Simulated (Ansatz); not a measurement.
Ansatz (a program for electronic structure) input (CCSD(T)/cc-pVTZ):

Ansatz 0.2 input:
```yaml
crystal:
  periodic: [false, false, false]
  atoms:
    - {symbol: B, position_ang: [-0.53909214, -0.16566828, 0.16532619]}
    - {symbol: Cl, position_ang: [0.11574075, 1.60245651, 0.14050341]}
    - {symbol: Cl, position_ang: [0.83521866, -1.31021739, -0.43213908]}
    - {symbol: O, position_ang: [-1.68385616, -0.51746546, 0.51639692]}
basis:
  gaussian:
    orbitals: cc-pVTZ
total_charge: -1
magnetization: {spin_polarized: false}
correlation: {method: ccsd_t, electrons: outside_noble_gas}
```

Output:

```
Functional definition: HF
integrals: 0.22 GiB planned
779 factors; integrals over basis functions are off by at most 1.6e-3 eV
mean field: 0.44 GiB planned
mean field evaluation 1: about -27720.0202 eV, gradient 3.4e1 eV
mean field evaluation 2: about -27720.1906 eV, gradient 3.5e1 eV
mean field evaluation 4: about -27722.9757 eV, gradient 2.8e0 eV
mean field evaluation 8: about -27723.0303 eV, gradient 3.9e-1 eV
mean field evaluation 16: about -27723.0315 eV, gradient 1.3e-6 eV
mean field -27723.03152019 eV, -1018.8026170213 hartree, gradient 1.3e-6 eV, S^2 0.000000; 0 other end points of the search recorded, 0 dependent functions left out
12 core orbitals not correlated
reference -27723.03152019 eV, -1018.8026170213 hartree; 12, 12 occupied and 104, 104 virtual orbitals, 779 factors
second order -19.61121179 eV of doubles, -0.00000000 eV of singles
coupled cluster: 0.53 GiB planned
cycle   1  -19.76163659 eV  change   -1.5e-1 eV  update   1.0e-1
cycle   2  -20.19067707 eV  change   -4.3e-1 eV  update   3.2e-2
cycle   3  -20.30893693 eV  change   -1.2e-1 eV  update   1.6e-2
cycle   4  -20.29623104 eV  change    1.3e-2 eV  update   4.0e-3
cycle   5  -20.29407954 eV  change    2.2e-3 eV  update   1.7e-3
cycle   6  -20.29488492 eV  change   -8.1e-4 eV  update   4.7e-4
cycle   7  -20.29465611 eV  change    2.3e-4 eV  update   1.7e-4
cycle   8  -20.29466166 eV  change   -5.5e-6 eV  update   5.7e-5
cycle   9  -20.29469151 eV  change   -3.0e-5 eV  update   2.0e-5
perturbative correction -0.90009609 eV, -0.0330779212 hartree
Total energy: -27744.22630779 eV, -1019.5815110993 hartree
```

It need not be the lowest isomer of its formula. Whether it binds its extra electron was not tested at this geometry.
